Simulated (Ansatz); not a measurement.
Mulliken charges of F3H3MoO3, SMILES `[OH][Mo]([OH])([OH])([F])([F])[F]` from B3LYP/def2-TZVPP in Ansatz (PBE0-D4/def2-TZVP geometry).

| atom | x (Å) | y (Å) | z (Å) | charge (e) |
| --- | --- | --- | --- | --- |
| O1 | -1.294 | -0.298 | -1.141 | -0.404 |
| Mo2 | -0.046 | 0.025 | 0.184 | 1.660 |
| O3 | 1.063 | -1.330 | -0.407 | -0.404 |
| O4 | 0.828 | 1.303 | -0.827 | -0.404 |
| F5 | -0.798 | 1.525 | 1.003 | -0.379 |
| F6 | -1.248 | -0.948 | 1.229 | -0.379 |
| F7 | 1.062 | -0.039 | 1.684 | -0.379 |
| H8 | -2.034 | -0.901 | -1.010 | 0.230 |
| H9 | 1.869 | -1.573 | 0.063 | 0.230 |
| H10 | 0.599 | 2.237 | -0.777 | 0.230 |

Problem. By hand: the dipole of these point charges (1 e Å = 4.8032 D).

Solution. Σ q r = (0.155, -0.086, -0.616) e Å, of length 0.641 e Å = 3.08 D.

Problem. How does the dipole of the full density compare? (Estimate.)

Solution. Ansatz gave: (0.120, -0.066, -0.478) e Å, 2.39 D; the point charges give 1.29 times that, at 0° from its direction.

Point charges leave out the atoms' own dipoles, such as those of lone pairs, and Mulliken's split depends on the basis, so the two needn't agree.

B3LYP here is the variant with VWN-RPA as its local correlation; programs differ in this.
